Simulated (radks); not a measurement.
Valence configurations of Sm II (all share [Xe]). All-electron calculation, Dirac Kohn-Sham, PBE, spin-unpolarised, spherical densities, finite nucleus; open shells are shared between the two j in proportion to 2j + 1; Fermi nuclear charge, rms radius 5.0819 fm. Program: a radial shooting solver on a logarithmic mesh with Libxc functionals. Energies are relative to 4f6 6s1; eigenvalues in eV.

4f6 6s1: E (eV) 0.000; e(4f5/2) -8.863; e(4f7/2) -8.321
4f6 5d0.5 6s0.5: E (eV) 0.657; e(4f5/2) -7.955; e(4f7/2) -7.414; e(5d3/2) -6.720; e(5d5/2) -6.504
4f6 5d1: E (eV) 1.405; e(4f5/2) -7.134; e(4f7/2) -6.595; e(5d3/2) -6.162; e(5d5/2) -5.960
4f6 6s0.5 6p0.5: E (eV) 1.554; e(4f5/2) -9.465; e(4f7/2) -8.923; e(6p1/2) -5.864
4f7: E (eV) 2.101; e(4f5/2) -3.627; e(4f7/2) -3.142
4f6 6p1: E (eV) 3.116; e(4f5/2) -10.058; e(4f7/2) -9.515; e(6p1/2) -6.187
4f5 5d1 6s1: E (eV) 3.406; e(4f5/2) -14.484; e(4f7/2) -13.889; e(5d3/2) -8.678; e(5d5/2) -8.391
4f5 6s1 6p1: E (eV) 6.825; e(4f5/2) -17.984; e(4f7/2) -17.386; e(6p1/2) -7.163
4f4 5d3: E (eV) 11.585; e(4f5/2) -18.726; e(4f7/2) -18.080; e(5d3/2) -8.485; e(5d5/2) -8.170
4f4 5d2 6s1: E (eV) 11.586; e(4f5/2) -21.033; e(4f7/2) -20.385; e(5d3/2) -10.014; e(5d5/2) -9.667

NIST lists [Xe] 4f6 6s1 as the ground configuration; this level of theory agrees among the configurations tried. The energies are those of spherical spin-averaged densities, not of single terms.
